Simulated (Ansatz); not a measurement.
BrFH$_{2}$Sn, SMILES `[F][SnH2][Br]` at its PBE0-D4/def2-TZVP geometry, where that method's forces vanish. Charge 0, multiplicity 1. Sn takes the def2 core potential.

```xyz
5

F    -1.5832   -0.8598    0.4384
Sn    0.0416   -0.0638   -0.1871
Br    0.8100    1.3666    1.6581
H     1.1298   -1.3459   -0.4012
H    -0.3982    0.9030   -1.5083
```

Q: What forces (eV/Å) does ωB97M-V/def2-TZVPP give on these atoms in the Gaussian-basis code of Ansatz? (An estimate is asked.)

A: Computed: 
```
F1  -0.024 -0.007  0.019
Sn2  0.097  0.024 -0.085
Br3 -0.029 -0.047 -0.056
H4  -0.085  0.108  0.015
H5   0.041 -0.078  0.106
```
